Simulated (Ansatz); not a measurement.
CrS₂⁻. The state is a doublet with charge -1. Geometry PBE0-D4/def2-TZVPD; atoms count from 1.

```
atom   x (Å)   y (Å)   z (Å)
 Cr1   0.590   1.064   0.594
  S2   0.428  -1.163   0.116
  S3  -1.017   0.099  -0.711
```

The charge -1 doublet is spin-contaminated (final ⟨S²⟩ up to 2.72, 0.75 for a pure state). The highest occupied level of the charge -1 doublet lies above zero (up to 0.01 eV). It is a level of β spin, whose loss leaves a triplet; that state wasn't run at this geometry and level. The electron is either unbound and held by the finite basis, or the level is raised by self-interaction error. No other spin state of charge -1 was run. The geometry of the doublet was relaxed on an unsound state (⟨S²⟩ 2.72, where a pure state has 0.75). Another isomer (quartet) lies 2.88 eV lower at PBE0-D4/def2-TZVPD; other spin states weren't run for this one.

**Question.** Estimate the Mulliken populations from the PBE0/def2-TZVPD orbitals of Ansatz.

**Answer.** 
```json
{"atom": "Cr1", "charge (e)": "-0.28", "spin (α − β)": "1.07", "d electrons": "4.59"}
{"atom": "S2", "charge (e)": "-0.36", "spin (α − β)": "0.01", "d electrons": "–"}
{"atom": "S3", "charge (e)": "-0.36", "spin (α − β)": "-0.08", "d electrons": "–"}
```
Mulliken values and Mayer orders depend strongly on the basis. With diffuse functions, as here, like atoms can get unlike values, and bond orders can come out too low or too high.

**Question.** Where does the spin sit?

**Answer.** Summed by element: Cr 1.07, S -0.07, of 1 unpaired in all. Largest on single atoms: Cr1 1.07, S3 -0.08, S2 0.01.

**Question.** And the Mayer bond orders between bonded heavy atoms (over 0.3)?

**Answer.** Cr1–S2 0.74 (2.28 Å); Cr1–S3 0.76 (2.28 Å); S2–S3 0.89 (2.09 Å).
